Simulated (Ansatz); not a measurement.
The same path of AlF$_{2}$H$_{3}$Si (7 atoms, charge 0, multiplicity 1) was run 3 times with different band settings.

These are results of UKS PBE-D4/def2-SVP in Ansatz 0.2.0, not measurements.

Relaxed end points:

```xyz
7
Properties=species:S:1:pos:R:3
F 1.146 -0.639 2.330
Al 0.637 -0.940 0.763
F 0.941 -2.473 0.164
Si -0.485 0.735 -0.599
H 0.317 0.998 -1.845
H -0.654 2.024 0.157
H -1.841 0.227 -1.016
```

```xyz
7
Properties=species:S:1:pos:R:3
F 0.655 -0.853 2.423
Al 0.644 -0.945 0.752
F 1.424 -2.263 0.075
Si -0.476 0.733 -0.609
H 0.098 0.766 -1.999
H -0.342 2.094 0.017
H -1.942 0.401 -0.706
```

Common settings: spring 5.0 eV/Å²; optimiser quadratic models (default); start path through a guess of the saddle point; iteration limit 60; end points relaxed.

| run | movable images | climbing image | force threshold |
| --- | --- | --- | --- |
| 1 | 5 | yes | 0.03 eV/Å |
| 2 | 5 | yes | 0.2 eV/Å |
| 3 | 1 | no | 0.03 eV/Å |

(1) What does each run give, and how far can it be trusted?

Results:

(1) Run 1: converged after 16 iterations, highest image 0.000 eV above the first end. The top lies less than 8 meV above the higher end, about what the thresholds resolve: that end is a shoulder or a very shallow well. A vibrational analysis at the climbing image gives no mode beyond 40i cm⁻¹: the surface is too flat there to confirm a saddle point.
Run 2: converged after 13 iterations, highest image 0.006 eV above the first end. The threshold of 0.2 eV/Å is loose, so the images may lie well off the minimum-energy path. The top lies less than 8 meV above the higher end, about what the thresholds resolve: that end is a shoulder or a very shallow well. The order of the stationary point at the top wasn't checked.
Run 3: converged after 13 iterations, highest image 0.000 eV above the first end. The top lies less than 8 meV above the higher end, about what the thresholds resolve: that end is a shoulder or a very shallow well. No image climbed, so the highest image needn't sit at the top of the path. So few images can step over the top or miss a turn of the path.
